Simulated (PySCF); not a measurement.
C6H8O2.
Cartesian coordinates in Å at the PBE0-D3(BJ)/def2-SVP level; atoms count from 1:
```xyz
16
C6H8O2 angstrom
C      3.321    0.260    0.637
C      2.330   -0.169   -0.144
C      1.005    0.508   -0.273
C     -0.158   -0.441   -0.154
O     -0.093   -1.637   -0.113
O     -1.322    0.252   -0.120
C     -2.496   -0.448   -0.038
C     -3.662    0.189   -0.022
H      4.277   -0.266    0.684
H      3.214    1.154    1.260
H      2.462   -1.076   -0.744
H      0.876    1.316    0.464
H      0.903    0.992   -1.262
H     -2.371   -1.533    0.013
H     -4.588   -0.383    0.047
H     -3.715    1.278   -0.075
```

Linear response at PBE0/def2-SVPD (PySCF, frozen core in the response, non-relativistic).

Static isotropic polarisability: 83.59 au (12.39 Å³), principal values 58.5, 72.9, 119.3 au.

(1) What is the polarisability at 1064 nm and at the sodium D line?

(2) What is the isotropic C6 coefficient between two such molecules, C6 = (3/π)∫α(iω)² dω?

(3) Which effective excitation energy ω̄ makes London's formula C6 = (3/4)α²ω̄ exact here?

(4) What does −C6/R⁶ come to at R = 12 Å between centres?

(5) How many electrons N does the Slater–Kirkwood formula C6 = (3/4)·√N·α^(3/2) need to give this C6?

(6) The lowest 6 singlets have (eV, f): 5.78, 0.003; 6.13, 0.300; 6.35, 0.077; 6.76, 0.021; 7.08, 0.026; 7.26, 0.137. What share of the static polarisability do they carry in the sum over states α = Σ f/ω²?

(7) How anisotropic is the static polarisability, by Δα² = ½[(α1 − α2)² + (α2 − α3)² + (α3 − α1)²]?

(8) What molar refraction at the D line follows from R = (4π/3)·N_A·α′, with α′ the polarisability volume?

## Answers

(1) 84.51 au at 1064 nm (+1.1 %), 86.73 au at 589.3 nm (+3.8 %). The rise at 589.3 nm is 3.43 times that at 1064 nm; a pure ω² law gives 3.26. The lowest singlet lies at 214 nm, shorter than both wavelengths.

(2) 2751 au (Eh·bohr⁶) by a ten-point quadrature over imaginary frequencies, which is 1640 eV·Å⁶ or 159 J·nm⁶/mol.

(3) ω̄ = 4·C6/(3α²) = 0.525 Eh = 14.3 eV. A one-pole form α(ω) = α/(1 − ω²/ω̄²) fitted to the 1064 nm value gives 11.2 eV.

(4) -53 J/mol. This is the leading, orientation-averaged term; C8 and higher terms are left out.

(5) N = (4·C6/3)²/α³ = 23.0; the species has 60 electrons in all.

(6) 10.04 au, 12.0 % of α; the largest term, 5.91 au, is that of the state at 6.13 eV. Their oscillator strengths add up to 0.56. Higher states carry the rest.

(7) Δα = 55.0 au, or 0.66 of the isotropic value.

(8) α′ = 12.85 Å³ gives R = 32.42 cm³/mol, for isolated, non-vibrating species.

One conformer stands for the species.
